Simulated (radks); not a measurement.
Fractional charge and spin in the 3d shell of cobalt: the spin-up occupation runs from 4 to 5 and the spin-down occupation from 1 to 2; the fullest corner is Co, [Ar] 4s2 3d(up 5, down 2). All-electron calculation, scalar-relativistic Kohn-Sham, PBE, spin-polarised, spherical densities, finite nucleus; Fermi nuclear charge, rms radius of each element as measured or else 0.836 A^(1/3) + 0.57 fm. Program: a radial shooting solver on a logarithmic mesh with Libxc functionals. Energy (eV) above the fullest corner. The planes named below are the two flat planes that join the four corners, with an edge along up + down = one added electron.

down \ up       4    4.25     4.5    4.75       5
1          46.144  36.188  27.384  19.689  13.059
1.25       37.059  28.303  20.652  14.062   8.487
1.5        29.079  21.476  14.931   9.397   4.822
1.75       22.163  15.667  10.177   5.644   2.012
2          16.268  10.827   6.339   2.750   0.000

Corners above the fullest one (they belong to Co+ and the next ion): (up 5, down 1) 13.059 eV, (up 4, down 2) 16.268 eV, (up 4, down 1) 46.144 eV. With half an added electron in each spin the energy lies 0.268 eV from the planes, and with half an added electron in spin up alone -2.217 eV. The planes are only a guide here: the flat-plane condition holds for ground states with one frontier orbital, while this shell lies below other occupied shells, so the corners above the fullest one are inner-hole states and not the ground states of those ions.
